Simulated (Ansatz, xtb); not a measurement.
Isomers of C2H10SSi2 in order of energy

3 gas-phase structures of C2H10SSi2, from a drawn sample of its isomers (lower ones may exist). Each was relaxed with GFN2-xTB; where two conformers were screened, the lower at r2SCAN-D4/def2-SVP is listed:

A. `C[SiH](C)S[SiH3]`, a singlet
B. `CCS[SiH2][SiH3]`, a singlet
C. `C[C@@H]([SiH3])S[SiH3]`, a singlet

Problem. Estimate their order in r2SCAN-D4/def2-SVP energy at these geometries, lowest first.

Solution. Calculated order at r2SCAN-D4/def2-SVP: A (0.0), B (36.7), C (40.8) kcal/mol.

Energies above the lowest of each column, in kcal/mol; the last columns are at PBE-D3(BJ)/def2-SVP geometries and were run for some of them only (a dash: not run or not comparable):

```csv
structure,GFN2-xTB,HF/STO-3G,r2SCAN-D4/def2-SVP,PBE-D3(BJ)/def2-SVP,CCSD(T)/def2-SVP + ΔMP2/def2-TZVPP
A,0.0,0.0,0.0,0.0,0.0
B,20.1,28.0,36.7,32.2,38.2
C,14.7,35.0,40.8,–,–
```

Every level run on A puts it lowest or level with the lowest. Some further structures that were screened fall inside this span and aren't listed. Flexible structures stand in one conformer each, not always the lowest. Frequencies (GFN2-xTB) were run for A, B alone. The ΔMP2 step shifts differences by up to 4.7 kcal/mol, which makes them less sure. ΔMP2 is the change of the MP2 energy from the smaller to the larger basis.

Programs: Ansatz 0.2.0, xtb 6.7.1.
